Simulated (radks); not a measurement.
Values are calculated unless marked as measured or tabulated.
Problem. The mean radii <r> (bohr) of the occupied orbitals of an atom or ion are listed with their occupations. Code: a radial shooting solver on a logarithmic mesh with Libxc functionals. Model: scalar-relativistic Kohn-Sham, exchange-only LDA, spin-polarised, spherical densities, point nucleus.

| orbital | occ. | <r> |
|---|---|---|
| 1s up | 1 | 0.02560 |
| 1s down | 1 | 0.02560 |
| 2s up | 1 | 0.1097 |
| 2s down | 1 | 0.1097 |
| 2p up | 3 | 0.09606 |
| 2p down | 3 | 0.09606 |
| 3s up | 1 | 0.2889 |
| 3s down | 1 | 0.2887 |
| 3p up | 3 | 0.2858 |
| 3p down | 3 | 0.2856 |
| 3d up | 5 | 0.2607 |
| 3d down | 5 | 0.2605 |
| 4s up | 1 | 0.6048 |
| 4s down | 1 | 0.6044 |
| 4p up | 2 | 0.6210 |

Name the element and its charge. Open shells, if any, are filled with parallel spins first.

Solution. Z = 56, barium, charge +24: Ba24+ in [Ar] 3d10 4s2 4p2. The 1s radius gives Z: for a bare nucleus <r> = (2 gamma + 1)/(2Z) with gamma = sqrt(1 - (Z/c)^2), 0.02523 bohr for Z = 56, and screening makes it slightly larger (0.02560 here). The occupations add up to 32, and the charge is Z minus that.
